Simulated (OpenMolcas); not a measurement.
**Ir3+: moving or changing the point charges**

Ir3+ among 4 point charges of -1.5 e arranged as a square (D4h), 1.92 Å from the ion.
```
   1.9200    0.0000    0.0000  -1.50
   0.0000    1.9200    0.0000  -1.50
  -1.9200    0.0000    0.0000  -1.50
   0.0000   -1.9200    0.0000  -1.50
```

```json
{
 "Program": "OpenMolcas",
 "Method": "SS-CASPT2, IPEA 0.25 Eh, imaginary shift 0.1 Eh (closed shells correlated: 5s 5p)",
 "Basis": "ANO-RCC-VDZP [7s6p4d2f]",
 "Scalar Hamiltonian": "DKH2, point nucleus",
 "Active space": "6 electrons in 5 orbitals (5d)",
 "State averaging": "2S+1 = 5 even, 5 roots; 2S+1 = 3 even, 45 roots; 2S+1 = 1 even, 50 roots",
 "Spin-orbit coupling": "state interaction with AMFI integrals over the reference wave functions"
}
```

Runs around this geometry, states (labels of D4, the rotations of D4h). Energies in cm-1 above the lowest state or level, χT in cm3 K/mol.

```csv
R (Å),q (e),Ground state,First state of that spin,First gap with spin-orbit (degeneracies),χT at 300 K,First state of another spin
1.92,-1.2,5A1,5E 4890,"620 (1, 2)",2.688,3B2 11140
1.84,-1.5,5A1,5E 9220,"1340 (1, 2)",1.115,3E 5810
1.92,-1.5,5A1,5E 7720,"1020 (1, 2)",1.595,3E 8670
2.14,-1.5,5A1,5E 4890,"600 (1, 2)",2.806,3B2 13380
```

Taking the first state of the same spin as R^-n, n = -ln(4890 / 9220) / ln(2.14 / 1.84) = 4.2 between the shortest and longest distance.

Scaling the charges by -1.2 / -1.5 = 0.80 scales the first state of the same spin by 4890 / 7720 = 0.63; with fixed orbitals a first-order splitting would follow the charge.

This shell can be high or low spin here, a state of another spin lies low, and with metal d orbitals alone active their balance is uncertain, so the ground spin may be wrong. Point charges give a weaker field than real ligands, and real ions of this kind are as a rule low spin; the high spin found here belongs to the model. Free-ion shares, where given, are those of the reference states; single-state CASPT2 does not remix them. Spin-orbit coupling mixes the spin-free states strongly: the lowest level takes only 59 % from its leading state, 5A1 (figures for R = 1.92, q = -1.2; the like holds for R = 1.84, q = -1.5, R = 1.92, q = -1.5, R = 2.14, q = -1.5). Point charges carry no covalency, so the field is a model and not that of real ligands. No measured value stands beside these numbers.
